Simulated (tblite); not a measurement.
C₃H₁₁NO₂Si₃.
Bonds: C1–C2, C2–O3 (double), C2–C4, C4–O5 (double), C4–Si6, Si6–N7, N7–Si8, N7–Si9. Hydrogens: H10, H11, H12 on C1; H13, H14 on Si6; H15, H16, H17 on Si8; H18, H19, H20 on Si9.

A start from a force field or distance geometry was refined with tblite, GFN2-xTB geometry optimisation, gas phase. Values at the start:

```csv
coordinate,start
C1–C2,1.492 Å
C1–H10,1.090 Å
C2=O3,1.260 Å
C2–C4,1.474 Å
C4=O5,1.241 Å
C4–Si6,1.848 Å
Si6–N7,1.751 Å
Si6–H13,1.482 Å
N7–Si8,1.755 Å
Si8–H15,1.478 Å
C1–C2–O3,122.4°
C2–C4–Si6,121.2°
O3–C2–C4,120.6°
C4–Si6–N7,113.5°
O5–C4–Si6,116.7°
Si6–N7–Si8,113.8°
Si6–N7–Si9,116.1°
Si8–N7–Si9,116.4°
C1–C2–C4–O5,0°
C2–C4–Si6–N7,-129°
C4–Si6–N7–Si8,-111°
```

How do these coordinates change at the GFN2-xTB level?

```csv
coordinate,GFN2-xTB (Å or °),change
C4–Si6,1.924,+0.076
C2=O3,1.209,-0.051
C2–C4,1.524,+0.050
C4=O5,1.209,-0.032
Si6–H13,1.457,-0.025
Si6–N7,1.737,-0.014
Si8–H15,1.465,-0.013
N7–Si8,1.749,-0.006
C1–H10,1.087,-0.003
C1–C2,1.493,+0.001
C2–C4–Si6,110.9,-10.3
O5–C4–Si6,126.7,+10.0
Si6–N7–Si8,121.0,+7.2
C4–Si6–N7,108.5,-5.0
O3–C2–C4,117.1,-3.5
C1–C2–O3,125.6,+3.2
Si6–N7–Si9,118.4,+2.3
Si8–N7–Si9,118.6,+2.2
C2–C4–Si6–N7,-177,-48
C4–Si6–N7–Si8,-93,+18
C1–C2–C4–O5,-14,-14
```

The energy falls by 0.780 eV over 195 L-BFGS steps, the largest force on an atom goes from 3.52 to 0.010 eV/Å, and the atoms move by 0.711 Å rms after alignment. The bond that changes most is C4–Si6 (carbonyl carbon to SiH2 silicon), which lengthens by 0.076 Å. Bonds longer at the end by more than 0.005 Å: 2 of 19; shorter: 14. Among the dihedrals that turn most is Si6–N7–Si9–H20, from -154° to -82°. Rotational constants go from 1773, 518.0, 451.4 to 1784, 521.1, 492.0 MHz.

Time: 2.1 s. Hardware: one thread of an Arm Neoverse V1, shared host with 32 logical CPUs at a one-minute load of 9.1.

GFN2-xTB frequencies show an imaginary mode (24i cm⁻¹), so the point is no minimum at that level.

These are computed values.
